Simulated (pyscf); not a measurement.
Structures and frequencies: ωB97X-D3(BJ)/def2-SVP in PySCF.

Task: Estimate by transition-state theory (the high-pressure limit) the rate constant of `[CH2][C](=[CH2])[OH]` [doublet] -> `[OH][C]1[CH2][CH2]1` [doublet] (doublet surface; none broken, C–C formed) at 600 K, with ωB97M-D3(BJ)/def2-TZVP energies (ideal gas, 1 atm, RRHO with modes under 100 cm⁻¹ raised to 100, one conformer, R ln 2 for chiral ones without a mode under 150 cm⁻¹; no tunnelling).

Result: The electronic barrier is 51.5 kcal/mol and the thermal terms add -1.3, so ΔG‡ = 50.2 kcal/mol. With k_BT/h = 1.25e+13 s⁻¹ and RT = 1.192 kcal/mol, k = 6.6e-06 s⁻¹, a half-life of 1.0e+05 s through this channel alone. Wigner's tunnelling factor for 1011i cm⁻¹ would be 1.25. A shift of 1 kcal/mol in the barrier changes k by a factor 2.3. •H₂C–C(=CH₂)–OH lies 8.4 kcal/mol over its isomer H₃C–CH₂–C•=O (electronic energy, ωB97M-D3(BJ)/def2-TZVP). cyclic C₃H₅O (SMILES O[C]1CC1) [doublet] lies 34.6 kcal/mol over its isomer H₃C–CH₂–C•=O (electronic energy, ωB97M-D3(BJ)/def2-TZVP). This is the saddle that the search found; another between the same sides may lie lower.
